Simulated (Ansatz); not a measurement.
Born–Oppenheimer molecular dynamics of H$_{4}$O$_{2}$Zn (7 atoms, charge 0, multiplicity 1). It starts at the highest image of a converged band, a first-order saddle point between two minima.

Theory: RKS B3LYP/def2-SVP in Ansatz 0.2.0.

- ensemble: NVE (velocity Verlet)
- time step: 0.5 fs
- steps asked: 200
- starting velocities drawn for: 300 K
- seed: 3648

First frame:

```xyz
7
Properties=species:S:1:pos:R:3
Zn 0.234 -0.204 -0.011
O 0.047 0.178 1.889
H -0.535 -0.360 2.448
O -0.547 -0.280 -1.623
H 0.076 -0.504 -2.328
H 1.878 -0.563 0.873
H 1.226 -0.306 1.580
```

(1) How far do the bonds stretch over the last three quarters of this one trajectory? (Pairs bonded in most of those frames.)

## Answers

(1) 
```json
{"bond": "Zn1–O2", "mean (Å)": "1.797", "spread (Å)": "0.059", "shortest": "1.71", "longest": "1.89"}
{"bond": "Zn1–O4", "mean (Å)": "1.787", "spread (Å)": "0.022", "shortest": "1.76", "longest": "1.83"}
{"bond": "O2–H3", "mean (Å)": "0.971", "spread (Å)": "0.013", "shortest": "0.95", "longest": "0.99"}
{"bond": "O4–H5", "mean (Å)": "0.967", "spread (Å)": "0.013", "shortest": "0.95", "longest": "0.99"}
{"bond": "H6–H7", "mean (Å)": "0.765", "spread (Å)": "0.024", "shortest": "0.73", "longest": "0.81"}
```

Mean temperature of the second half: 1206 K. The conserved energy stayed within 0.16 meV per atom of its start (net change 0.084 meV per atom), so the integration is sound. The kinetic energy rose, since the run started high on the potential surface and went downhill. It ends in pieces (H2 + H2O2Zn), so much of that is their flight and rotation, not heat. A run of 0.1 ps of so small a system gives no equilibrium averages. The orbitals stay closed-shell, which can raise the energy where a bond breaks towards radicals; this wasn't checked here.

Run time: 16 min on 1 thread of Arm Neoverse N1, on a shared host, peak memory 0.17 GiB.
